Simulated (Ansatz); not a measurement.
H₂Te, triplet, at the geometry of the source list (a higher spin typed on purpose: for a closed-shell molecule this is an excited state) (core potentials on Te); Ansatz (an electronic-structure program) with HF/def2-TZVP.

Ansatz was given this input:
Ansatz 0.2 input:
```yaml
crystal:
  periodic: [false, false, false]
  atoms:
    - {symbol: Te, position_ang: [-0.00170000, 0.78910000, 0.00000000]}
    - {symbol: H, position_ang: [-1.13910000, -0.39800000, 0.00000000]}
    - {symbol: H, position_ang: [1.14080000, -0.39100000, 0.00000000]}
basis:
  gaussian:
    orbitals: def2-TZVP
    symmetry_tolerance_ang: 0.01
hamiltonian:
  xc: hf
magnetization: {spin_polarized: true, initial_magnetization: 2}
```

Q: Write the output that Ansatz gives for this input, abridged.

A: 
```
Functional definition: HF
593 factors; their error is unknown
mean field evaluation 1: about -7291.7815 eV, gradient 7.5e0 eV
mean field evaluation 2: about -7292.2689 eV, gradient 3.0e0 eV
mean field evaluation 4: about -7292.3618 eV, gradient 3.9e-1 eV
mean field evaluation 8: about -7293.3265 eV, gradient 2.0e0 eV
mean field evaluation 16: about -7293.3331 eV, gradient 1.3e-5 eV
mean field evaluation 32: about -7292.4114 eV, gradient 1.7e0 eV
mean field -7293.33311225 eV, -268.0250482765 hartree, gradient 2.9e-5 eV, S^2 2.025461; 0 other end points of the search recorded, 0 dependent functions left out
reference -7293.33311225 eV, -268.0250482765 hartree; 14, 12 occupied and 48, 50 virtual orbitals, 593 factors
Total energy: -7293.33311225 eV, -268.0250482765 hartree
```
